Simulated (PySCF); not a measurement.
Method: ωB97X-D3(BJ)/def2-TZVP // B3LYP-D3(BJ)/def2-TZVP run with PySCF. All species are isolated molecules in the gas phase. Delta-SCF ions had no search for a lower state. Excitations are Tamm–Dancoff values on a coarser integration grid. The basis has no diffuse functions, so Rydberg states are missing or too high.

Reference species (SMILES): `FC(F)(F)[SeH]` (neutral, multiplicity 1).

```yaml
brightest of the four lowest singlets (TDA): 8.42 eV
T1 excitation (TDA): 4.41 eV
vertical ionisation energy (Delta-SCF): 10.31 eV
HOMO–LUMO gap: 11.36 eV
```

Changed species: `CC(F)(F)F` (X = methyl; the reference has X = selanyl).

Question: What does the change do to the brightest of the four lowest singlets (TDA), T1 excitation (TDA), vertical ionisation energy (Delta-SCF) and HOMO–LUMO gap?

Answer: the brightest of the four lowest singlets (TDA) rises by 3.66 eV, to 12.08 eV; the T1 excitation (TDA) rises by 6.90 eV, to 11.31 eV; the vertical ionisation energy (Delta-SCF) rises by 3.45 eV, to 13.76 eV; the HOMO–LUMO gap rises by 5.37 eV, to 16.73 eV.
